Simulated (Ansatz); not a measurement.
Cost and result up the ladder for the cluster Li4S (5 atoms). The state is a singlet with charge 0. Geometry: B3LYP-D4/def2-TZVP.

```xyz
5

Li   -2.455    0.830   -0.425
Li    0.562   -1.843   -0.493
Li    0.784   -0.038    1.833
Li    1.527    0.920   -0.857
S    -0.419    0.131   -0.057
```

Ansatz on 4 threads of Arm Neoverse V2 on a shared host. Times are rough, and most runs start from the orbitals of an earlier one. No level here is sound enough to serve as a yardstick. Binding counts from free atoms at the same level (Li doublet, S triplet; other spins of the atoms weren't run), without zero-point energy or a counterpoise term.

Correlated methods freeze 5 core orbitals; core or outer-core shells of Li are correlated, in sets that lack core-valence functions. Another isomer (triplet) lies 0.07 eV lower at PBE0-D4/def2-TZVP; other spin states weren't run for this one.

Correlated methods converge slowly with the basis.

| level | functions | wall time | binding energy per atom (eV) | remarks |
| --- | --- | --- | --- | --- |
| PBE0-D4/def2-TZVP | 93 | 0.65 s | 1.75 | restricted SCF unstable in HF |
| revPBE-D4/def2-TZVP | 93 | 0.7 s | 1.74 | restricted SCF unstable in HF |
| PBE-D4/def2-TZVP (with forces) | 93 | 0.8 s | 1.81 | restricted SCF unstable in HF |
| r2SCAN-D4/def2-TZVP | 93 | 1.5 s | 1.77 | restricted SCF unstable in HF |
| r2SCAN0-D4/def2-TZVP | 93 | 1.6 s | 1.75 | restricted SCF unstable in HF |
| CCSD(T)/def2-TZVPP | 118 | 3.9 s | 1.73 | restricted SCF unstable |
